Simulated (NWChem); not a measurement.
# C3H2ClF; SMILES FC=C=CCl

Results from NWChem. Pople sets run with spherical d functions. The level has its own optimisation; frequencies are unscaled. Brackets give each atom's bonded neighbours.

Q: Predict the results for Hartree-Fock/6-31G*. Quantities: r C–F (Å); r C–C [C(CC)–C(CFH)] (Å); r C–H [C(CFH)–H(C)] (Å); r C–C [C(CC)–C(CClH)] (Å); highest harmonic frequency (cm⁻¹); lowest (cm⁻¹); zero-point energy (kcal/mol); dipole (D).

A: 
```json
{
 "r C–F (Å)": "1.326",
 "r C–C [C(CC)–C(CFH)] (Å)": "1.292",
 "r C–H [C(CFH)–H(C)] (Å)": "1.071",
 "r C–C [C(CC)–C(CClH)] (Å)": "1.290",
 "highest harmonic frequency (cm⁻¹)": "3430",
 "lowest (cm⁻¹)": "134",
 "zero-point energy (kcal/mol)": "27.6",
 "dipole (D)": "1.89"
}
```
